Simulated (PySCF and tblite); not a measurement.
Results of a calculation; reference values are marked as such.
## Barrier and rate of a rotation

System: C₃H₅BN₂O₂, numbered as in [OH:1][B:2]([OH:3])[c:4]1[cH:5][cH:6][nH:7][n:8]1.

Motion: rotation about the B2–C4 bond (torsion O1–B2–C4–C5 from 0° to 180°, rising). Geometries: GFN2-xTB; energies: revPBE/pcSseg-1 + D3(BJ), IEF-PCM acetonitrile; zero-point and thermal terms from GFN2-xTB harmonic modes (soft modes blended into free rotors). Rates follow Eyring's equation with the number of equivalent paths and no tunnelling. (PySCF 2.14 with density fitting, tblite 0.8.)

```csv
point,symmetry,E(GFN2) kcal/mol,E(DFT) kcal/mol,ZPE change kcal/mol,lowest mode cm⁻¹,dipole D
start,Cs,0.0,0.0,0.00,63,3.25
saddle,C1,4.5,5.4,-0.27,47i,3.40
end,Cs,3.6,1.8,-0.22,16,4.18
```

| Quantity | Value |
| --- | --- |
| Electronic barrier | 5.4 kcal/mol |
| Barrier with zero-point energy | 5.1 kcal/mol |
| ΔH‡ (298 K) | 4.7 kcal/mol |
| ΔS‡ (298 K, symmetry apart) | -3.1 cal/(mol K) |
| Paths | 2 equivalent paths |
| End point | a different minimum |
| Mean lifetime of the start against this motion at 298 K | 1 ns |
| Cost | 62 s on 1 thread of Intel Xeon Platinum 8488C (shared host) (rough), peak memory 0.63 GiB, launched as `OMP_NUM_THREADS=1 python ens_run.py task.json out` |

```
T/K  ΔG‡ kcal/mol    k s⁻¹  ΔG kcal/mol  k back s⁻¹
200           5.4  1.1×10⁷          1.4     3.4×10⁸
250           5.5  1.6×10⁸          1.3     2.4×10⁹
298           5.6  9.6×10⁸          1.3     8.4×10⁹
350           5.7  3.8×10⁹          1.2    2.2×10¹⁰
400           5.9   1×10¹⁰          1.2    4.5×10¹⁰
```

ΔG and ΔG‡ leave out symmetry numbers and mirror images; rates count paths: 2 out, 2 back.
